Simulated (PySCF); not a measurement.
From computed data to an observable: oscillator strength and radiative lifetime

C₈H₅N₅, SMILES C1=CC2=NC=NC3=CC=NC(=N1)N32.

Geometry: PBE-D3(BJ)/def2-SVP.

TDA-M06-2X/def2-SVP (PySCF) puts the first singlet state with f over 0.02 at 4.53 eV (vertical), with the transition dipole (0.000, 0.000, -1.412) in atomic units.

Problem. Find the oscillator strength, the wavelength and the radiative lifetime that this transition would have in vacuum if emission retraced absorption.

Solution. 
|μ|² = 1.9937 au, so |μ| = 3.59 D. ΔE = 4.53/27.211 = 0.1665 hartree. f = (2/3) ΔE |μ|² = 0.221 (the program prints 0.221).
λ = 1239.84/4.53 = 274 nm; ν = 36537 cm⁻¹.
Einstein's coefficient A = 0.6670 ν² f s⁻¹ (ν in cm⁻¹) = 2.0e8 s⁻¹, so τ = 1/A = 5.1 ns. This state is S4; the lower singlets have f = 0.000, 0.000, 0.000. The figure is the radiative limit of this one transition; relaxation, internal conversion, crossing to triplets and a medium change what is measured.
